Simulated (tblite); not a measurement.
Species: C₆H₁₅OP.
Numbering: `[CH3:1][CH2:2][CH2:3][CH2:4][P:5]([CH3:6])([CH3:7])=[O:8]` (hydrogens: H9, H10, H11 on C1; H12, H13 on C2; H14, H15 on C3; H16, H17 on C4; H18, H19, H20 on C6; H21, H22, H23 on C7)

Cartesian coordinates in Å at the GFN2-xTB level; atoms count from 1:
```xyz
23
C6H15OP angstrom
C      3.5694   -0.0457   -0.0651
C      2.2545   -0.3474   -0.7732
C      1.0525   -0.0838    0.1303
C     -0.2680   -0.3981   -0.5592
P     -1.6503   -0.2218    0.6458
C     -3.1475   -0.7388   -0.2807
C     -1.8705    1.5799    0.9139
O     -1.4460   -0.9714    1.8920
H      4.4123   -0.2397   -0.7245
H      3.6740   -0.6689    0.8200
H      3.6073    0.9965    0.2451
H      2.1753    0.2698   -1.6721
H      2.2449   -1.3931   -1.0884
H      1.0597    0.9631    0.4441
H      1.1250   -0.6983    1.0309
H     -0.4289    0.2452   -1.4250
H     -0.2755   -1.4391   -0.8948
H     -3.0512   -1.7967   -0.5158
H     -4.0074   -0.6073    0.3731
H     -3.2841   -0.1668   -1.1928
H     -2.7659    1.7139    1.5181
H     -1.9666    2.1270   -0.0186
H     -1.0180    1.9487    1.4798
```

Level: GFN2-xTB in tblite, geometry and Hessian alike; calculated harmonic values, unscaled, isolated species. Errors from tens to a few hundred cm⁻¹ against measured bands are possible. One conformer, not necessarily the lowest.

Harmonic wavenumbers (cm⁻¹): 41.4, 63.8, 93.4, 113.5, 145.3, 168.3, 207.2, 217.4, 233.6, 252.7, 269.5, 335.9, 386.5, 411.8, 669.6, 731.2, 733.4, 747.4, 783.4, 810.5, 832.7, 868.0, 883.9, 912.6, 939.3, 1013.2, 1070.7, 1101.1, 1115.0, 1203.0, 1204.8, 1255.2, 1264.8, 1279.8, 1308.0, 1311.2, 1317.0, 1364.8, 1416.4, 1421.6, 1430.6, 1438.9, 1439.3, 1447.2, 1489.1, 1497.8, 1502.8, 1506.5, 2940.6, 2956.9, 2966.0, 2972.7, 2979.6, 2983.8, 3007.7, 3012.1, 3014.9, 3018.5, 3031.0, 3035.1, 3037.0, 3040.7, 3042.2.

A = 3299, B = 742.6, C = 728.1 MHz; mass 134.086 u (most abundant isotopes); point group C1, symmetry number 1.

Q: Zero-point energy?

A: Half the sum of the wavenumbers: 43645 cm⁻¹ = 124.79 kcal/mol.

Q: Entropy at 200 K, 1 bar (ideal gas, RRHO, classical rotation)?

A: Translation 38.63, rotation 28.39, vibration 24.89: S = 91.9 cal/(mol K).

Q: And Cp and H(200 K) − H(0)?

A: Cp = 33.21 cal/(mol K), of which vibrations give 25.26 (their classical limit is 63 R = 125.2); H(200 K) − H(0) = 4.29 kcal/mol without the zero-point energy, 2.70 from vibrations.

Q: How do the functions run with temperature in this model?

A: 
```
 T (K)  S (cal/(mol K))  Cp (cal/(mol K))  H − H(0) (kcal/mol)  G − H(0) (kcal/mol)  ln q(vib)
    50             60.0              14.7                 0.53                -2.47       0.68
   100             72.8              22.7                 1.48                -5.80       2.25
298.15            107.1              43.7                 8.06               -23.87       8.96
373.15            117.8              52.0                11.65               -32.31      11.34
   500            134.9              64.9                19.09               -48.34      15.26
   750            165.0              83.8                37.85               -85.93      22.64
  1000            191.0              96.7                60.51              -130.51      29.51
```

q(vib) and H(0) count from the zero-point level.

Q: Blend soft modes into free rotors: weight 1/[1 + (100 cm⁻¹/ν̃)⁴] for the oscillator and the rest for a rotor with moment μB/(μ + B), μ = h/(8π²ν), B = 10⁻⁴⁴ kg m². What vibrational entropy results?

A: 23.22 cal/(mol K) in place of 24.89, which changes −T·S at 200 K by +0.33 kcal/mol.

Q: What must be added to the electronic energy to get the Gibbs energy at 200 K and 1 bar?

A: ZPE + [H(200 K) − H(0)] − T·S = 124.79 + 4.29 − 18.38 = 110.70 kcal/mol.

Q: Which modes carry the vibrational entropy at 200 K?

A: 41.4 cm⁻¹: 4.40; 63.8 cm⁻¹: 3.55; 93.4 cm⁻¹: 2.81; 113.5 cm⁻¹: 2.44; 145.3 cm⁻¹: 1.99; 168.3 cm⁻¹: 1.72 cal/(mol K); the other 57 give 7.97 together.

Hindered rotation and anharmonicity are outside this model. Other conformers, if any are populated, would add a mixing term that is left out. The structure is chiral; the term R ln 2 for an equal mix with its mirror image is left out.
